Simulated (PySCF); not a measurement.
C2H4ClFSi2, SMILES F[SiH2]C#C[SiH2]Cl. Atoms are numbered in the order given.

```xyz
10

Si     2.7374     0.5760    -0.4322
F      3.7138    -0.7185    -0.4112
C      1.0177     0.0170    -0.1401
C     -0.1389    -0.3340     0.0535
Si    -1.8645    -0.8772     0.3445
Cl    -3.0978     0.7771     0.3312
H      2.8305     1.2129    -1.7697
H      3.1514     1.4942     0.6581
H     -2.2817    -1.7967    -0.7447
H     -1.9562    -1.5347     1.6732
```
Charge 0, spin multiplicity 1.

Geometry optimised at PBE0-D3(BJ)/def2-SVP. The structure was generated by enumeration, and PubChem lists no compound with its InChIKey, so it may never have been made.

The numbers are results of PBE/def2-TZVP in PySCF, not measurements.

ESP charges are fitted to the potential on shells at 1.4 to 2.0 van der Waals radii. Atomic charges (e):

| atom | Löwdin | Mulliken | ESP fit |
|---|---|---|---|
| Si1 | 0.20 | 0.47 | 0.49 |
| F2 | 0.01 | -0.28 | -0.22 |
| C3 | -0.17 | -0.16 | -0.21 |
| C4 | -0.18 | -0.12 | 0.00 |
| Si5 | -0.02 | 0.36 | 0.07 |
| Cl6 | 0.24 | -0.21 | -0.09 |
| H7 | -0.02 | -0.02 | -0.05 |
| H8 | -0.02 | -0.02 | -0.05 |
| H9 | -0.02 | 0.00 | 0.04 |
| H10 | -0.02 | 0.00 | 0.04 |

Computed Mayer and Wiberg (Löwdin basis) orders of the bonds:
```json
[
 {"bond": "Si1–F2", "Mayer": "1.15", "Wiberg": "1.74"},
 {"bond": "Si1–C3", "Mayer": "1.03", "Wiberg": "1.19"},
 {"bond": "C3–C4", "Mayer": "2.50", "Wiberg": "2.80"},
 {"bond": "C4–Si5", "Mayer": "1.01", "Wiberg": "1.21"},
 {"bond": "Si5–Cl6", "Mayer": "1.19", "Wiberg": "1.85"},
 {"bond": "Si1–H7", "Mayer": "0.92", "Wiberg": "0.92"},
 {"bond": "Si1–H8", "Mayer": "0.92", "Wiberg": "0.92"},
 {"bond": "Si5–H9", "Mayer": "0.92", "Wiberg": "0.92"},
 {"bond": "Si5–H10", "Mayer": "0.92", "Wiberg": "0.92"}
]
```
